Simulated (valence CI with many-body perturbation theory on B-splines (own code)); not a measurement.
Pb69+: calculated level list

Level of theory: relativistic CI+MBPT: three valence electrons over a frozen Dirac-Fock core [Ne], a basis of 11 s, 11 p, 10 d, 8 f, 5 g, 2 h functions for each j, with the one-electron correlation potential Σ1, the two-electron term Σ2, the three-electron term Σ3, Breit, model QED; selected CI, second order for the rest, scaled by the run's own slope (own B-spline code, finite nucleus).

The last digits are not significant, and no measured levels were compared; by estimate large intervals hold to a few tenths of a per cent, small ones and those within an open d or f shell to about a per cent.

Levels 91 to 135 of 157, with energies above the lowest level, (3s^2 3p1/2) J=1/2. "Leading %" is the weight of the configuration and term that name the level; weights of strongly mixed levels are sums over their largest components and can fall short. In the jj column 3d3/2^4 stands for four electrons in 3d with j = 3/2. Lifetimes count E1, E2, E3, M1 and M2 decay at the calculated energies, and are blank where another channel may lead or the interval is too uncertain; long ones can be off by a factor of two.

```csv
No.,Configuration,Term,J,E (eV),Leading %,Second component,Lifetime,Leading jj
91,3p2 3d,4D,5/2,2442.8,27,23 % 3p2 3d 2F,76.4 fs,3p3/2^2 3d3/2 (97 %)
92,3p2 3d,4P,1/2,2444.7,48,25 % 3p2 3d 2P,73.2 fs,3p3/2^2 3d3/2 (98 %)
93,3p2 3d,2F,7/2,2445.9,44,28 % 3p2 3d 2G,79.4 fs,3p3/2^2 3d3/2 (99 %)
94,3p2 3d,2D,3/2,2468.8,70,12 % 3p2 3d 4D,77.7 fs,3p3/2^2 3d3/2 (98 %)
95,3p2 3d,4F,9/2,2551.9,64,36 % 3p2 3d 2G,112 fs,3p3/2^2 3d5/2 (100 %)
96,3p2 3d,2F,7/2,2552.0,51,39 % 3p2 3d 4D,108 fs,3p3/2^2 3d5/2 (99 %)
97,3p2 3d,2P,1/2,2567.4,59,26 % 3p2 3d 2S,99.7 fs,3p3/2^2 3d5/2 (99 %)
98,3p2 3d,2D,5/2,2587.4,75,17 % 3p2 3d 4D,107 fs,3p3/2^2 3d5/2 (100 %)
99,3p2 3d,2P,3/2,2598.9,46,26 % 3p2 3d 2D,96.6 fs,3p3/2^2 3d5/2 (98 %)
100,3p2 3d,2D,5/2,2602.8,52,20 % 3p2 3d 4P,98.6 fs,3p3/2^2 3d5/2 (98 %)
101,3p 3d2,4F°,3/2,2671.9,30,26 % 3p 3d2 4D°,79.6 fs,3p3/2 3d3/2^2 (99 %)
102,3p 3d2,4F°,5/2,2680.2,35,20 % 3p 3d2 2F°,83.0 fs,3p3/2 3d3/2^2 (98 %)
103,3p 3d2,2G°,7/2,2681.3,35,27 % 3p 3d2 2F°,86.0 fs,3p3/2 3d3/2^2 (98 %)
104,3p 3d2,4D°,1/2,2681.5,72,24 % 3p 3d2 2P°,78.9 fs,3p3/2 3d3/2^2 (99 %)
105,3p 3d2,2P°,3/2,2711.4,34,20 % 3p 3d2 4P°,79.8 fs,3p3/2 3d3/2^2 (97 %)
106,3p 3d2,4G°,9/2,2784.3,58,21 % 3p 3d2 2G°,125 fs,3p3/2 3d3/2 3d5/2 (100 %)
107,3p 3d2,4F°,7/2,2790.7,32,22 % 3p 3d2 4D°,119 fs,3p3/2 3d3/2 3d5/2 (100 %)
108,3p 3d2,2H°,11/2,2803.0,65,35 % 3p 3d2 4G°,140 fs,3p3/2 3d3/2 3d5/2 (97 %)
109,3p 3d2,4P°,5/2,2804.8,48,36 % 3p 3d2 4D°,116 fs,3p3/2 3d3/2 3d5/2 (100 %)
110,3p 3d2,2S°,1/2,2805.9,43,27 % 3p 3d2 4P°,110 fs,3p3/2 3d3/2 3d5/2 (100 %)
111,3p 3d2,4D°,3/2,2806.3,46,35 % 3p 3d2 2D°,110 fs,3p3/2 3d3/2 3d5/2 (99 %)
112,3p 3d2,2F°,5/2,2806.7,45,41 % 3p 3d2 4D°,114 fs,3p3/2 3d3/2 3d5/2 (100 %)
113,3p 3d2,2G°,7/2,2812.7,39,25 % 3p 3d2 4D°,121 fs,3p3/2 3d3/2 3d5/2 (99 %)
114,3p 3d2,2G°,7/2,2826.2,39,22 % 3p 3d2 4F°,114 fs,3p3/2 3d3/2 3d5/2 (96 %)
115,3p 3d2,2D°,5/2,2828.7,53,16 % 3p 3d2 4D°,110 fs,3p3/2 3d3/2 3d5/2 (97 %)
116,3p 3d2,2P°,3/2,2832.7,38,21 % 3p 3d2 4S°,106 fs,3p3/2 3d3/2 3d5/2 (98 %)
117,3p 3d2,2G°,9/2,2833.2,73,18 % 3p 3d2 2H°,120 fs,3p3/2 3d3/2 3d5/2 (99 %)
118,3p 3d2,2D°,3/2,2843.5,54,15 % 3p 3d2 4P°,110 fs,3p3/2 3d3/2 3d5/2 (98 %)
119,3p 3d2,2F°,5/2,2849.5,69,19 % 3p 3d2 2D°,112 fs,3p3/2 3d3/2 3d5/2 (99 %)
120,3p 3d2,2P°,1/2,2855.0,76,10 % 3p 3d2 4D°,108 fs,3p3/2 3d3/2 3d5/2 (97 %)
121,3p 3d2,4G°,11/2,2915.3,65,35 % 3p 3d2 2H°,230 fs,3p3/2 3d5/2^2 (97 %)
122,3p 3d2,2D°,5/2,2928.6,48,21 % 3p 3d2 4P°,197 fs,3p3/2 3d5/2^2 (98 %)
123,3d3,2D,3/2,2930.4,41,41 % 3d3 4F,84.7 fs,3d3/2^3 (99 %)
124,3p 3d2,2F°,7/2,2930.8,50,40 % 3p 3d2 4D°,209 fs,3p3/2 3d5/2^2 (99 %)
125,3p 3d2,4F°,9/2,2934.3,53,42 % 3p 3d2 2G°,196 fs,3p3/2 3d5/2^2 (99 %)
126,3p 3d2,2P°,1/2,2952.3,68,20 % 3p 3d2 2S°,178 fs,3p3/2 3d5/2^2 (98 %)
127,3p 3d2,2F°,7/2,2969.2,53,19 % 3p 3d2 4D°,174 fs,3p3/2 3d5/2^2 (98 %)
128,3p 3d2,2P°,3/2,2972.7,69,10 % 3p 3d2 2D°,191 fs,3p3/2 3d5/2^2 (99 %)
129,3p 3d2,2D°,5/2,2972.9,60,16 % 3p 3d2 2F°,172 fs,3p3/2 3d5/2^2 (99 %)
130,3p 3d2,2P°,3/2,2989.8,51,19 % 3p 3d2 2D°,165 fs,3p3/2 3d5/2^2 (97 %)
131,3d3,4F,5/2,3049.9,80,18 % 3d3 2D,122 fs,3d3/2^2 3d5/2 (99 %)
132,3d3,4P,3/2,3058.0,38,34 % 3d3 4F,119 fs,3d3/2^2 3d5/2 (99 %)
133,3d3,2H,9/2,3060.0,49,41 % 3d3 2G,134 fs,3d3/2^2 3d5/2 (100 %)
134,3d3,2G,7/2,3061.8,51,27 % 3d3 4F,128 fs,3d3/2^2 3d5/2 (99 %)
135,3d3,4P,1/2,3065.2,56,44 % 3d3 2P,117 fs,3d3/2^2 3d5/2 (100 %)
```

Where two levels of one J and parity lie close, their mixing, g and order are uncertain.
